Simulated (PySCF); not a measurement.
Al(F)(GeH3)(OH) (AlFGeH4O), SMILES [Al]([F])([GeH3])[OH]. Heavy atoms are numbered as in [Al:1]([F:2])([GeH3:3])[OH:7]. Hydrogens are named by the atom that carries them.

Coordinates come from a PBE0-D3(BJ)/def2-SVP optimisation. The structure was generated by enumeration; whether it is a known compound was not checked. One conformer was computed; it need not be the lowest.

Level of theory: PBE/def2-TZVP in PySCF.

Atomic charges (e), one atom of each kind:

```tsv
atom	IAO	Löwdin
Al1	1.12	-0.17
F2	-0.55	?
Ge3 (GeH3)	-0.02	?
H on Ge3	-0.04	?
O7 (OH)	-0.79	-0.10
H on O7	0.37	0.18
```

Task: Fill in the missing entries. (An estimate is asked for; the answer gives what the named calculation found.)

Result: 
- F2, Löwdin: -0.02
- Ge3 (GeH3), Löwdin: 0.21
- H on Ge3, Löwdin: -0.03
